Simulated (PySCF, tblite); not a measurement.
Isomers of C3H4F2O2Si, one GFN2-xTB conformer each. Single-point energies are computed at PBE0/pcSseg-1 (PySCF, gas phase, no added dispersion term), electronic only.

Question: Rank them by PBE0/pcSseg-1 energy, lowest first (kcal/mol).
A. `F/C=C1/OC[Si@H](F)O1`
B. `[F:1][C:2]1([F:3])[CH:4]=[C:5]([O:6][SiH3:7])[O:8]1` with C4–C5–O6–Si7 180°
C. `[SiH2]1C(OC(O1)=C)(F)F`

Answer: A (0.0), C (28.7), B (48.3).

As drawn, the lowest has an Si–F bond and an Si–C bond, which the highest lacks; the highest has a four-membered ring and two fluorines on one carbon, which the lowest lacks. GFN2-xTB itself gives, in the same order: 0.0, 24.7, 38.2. Both levels put the same isomer lowest; measured from each level's own lowest isomer, the values differ by up to 10.1 kcal/mol (FC1(F)C=C(O[SiH3])O1: 38.2 against 48.3).

Which frontier levels, dipoles and rotational constants go with these structures?

| SMILES | HOMO (eV, PBE0/pcSseg-1) | LUMO (eV) | dipole (D) | A, B, C (MHz) |
| --- | --- | --- | --- | --- |
| F/C=C1/OC[Si@H](F)O1 | -6.15 | 0.04 | 3.87 | 3422, 1144, 919.8 |
| C=C1O[SiH2]C(F)(F)O1 | -6.92 | -0.69 | 2.84 | 2648, 1607, 1230 |
| FC1(F)C=C(O[SiH3])O1 | -6.93 | -0.47 | 3.35 | 4763, 897.5, 876.8 |

What happens when harmonic zero-point energies from GFN2-xTB frequencies are added?

```json
{"SMILES": "F/C=C1/OC[Si@H](F)O1", "ZPE (kcal/mol)": "44.1", "electronic (kcal/mol)": "0.0", "with ZPE (kcal/mol)": "0.0"}
{"SMILES": "C=C1O[SiH2]C(F)(F)O1", "ZPE (kcal/mol)": "42.2", "electronic (kcal/mol)": "28.7", "with ZPE (kcal/mol)": "26.8"}
{"SMILES": "FC1(F)C=C(O[SiH3])O1", "ZPE (kcal/mol)": "40.4", "electronic (kcal/mol)": "48.3", "with ZPE (kcal/mol)": "44.6"}
```

The zero-point energies span 3.7 kcal/mol. The order is unchanged.
